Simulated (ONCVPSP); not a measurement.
# Configuration tests for Ti (Z = 22) (ONCV)

* Element: Ti
* Generator: ONCVPSP 4.0.1
* Type: optimised norm-conserving Vanderbilt (ONCV)
* Functional: PBE
* Relativity: scalar-relativistic
* Frozen core: [Ne]
* Valence charge: 12
* Reference configuration: 3s2 3p6 3d2 4s1 4p1
* Partial waves: 3s+4s: rc 1.55 bohr, ncon 4, nbas 9, qcut 8.7 1/bohr, 2 projectors; 3p+4p: rc 1.50 bohr, ncon 4, nbas 7, qcut 9.2 1/bohr, 2 projectors; 3d: rc 1.35 bohr, ncon 4, nbas 8, qcut 13.4 1/bohr, 2 projectors, debl 1.1 Ha
* Local potential: polynomial inside 0.90 bohr (lpopt 5, dvloc0 0 Ha)
* Core correction: Teter function, fcfact 5, rcfact 1.5

Energies are relative to the spin-unpolarised reference configuration 3s2 3p6 3d2 4s1 4p1; without spin polarisation the order of configurations can differ from experiment.

(1) Give the all-electron excitation energy and the error of the potential for: 3s2 3p6 3d2 4s2 4p0; 3s2 3p6 3d2 4s1 4p0; 3s2 3p6 3d2 4s0 4p0; 3s2 3p6 3d3 4s1 4p0.

Levels in the configuration 3s2 3p6 3d2 4s0 4p0:

```
level  all-electron (eV)  pseudo (eV)
   3s            -78.550      -78.556
   3p            -54.765      -54.766
   3d            -19.680      -19.684
```

Answers

(1)

| valence configuration | charge | ΔE all-electron (eV) | error AE − PS (meV) |
| --- | --- | --- | --- |
| 3s2 3p6 3d2 4s2 4p0 | 0 | -3.076 | +0.2 |
| 3s2 3p6 3d2 4s1 4p0 | +1 | 4.271 | -0.2 |
| 3s2 3p6 3d2 4s0 4p0 | +2 | 17.843 | -0.9 |
| 3s2 3p6 3d3 4s1 4p0 | 0 | -1.970 | +0.9 |
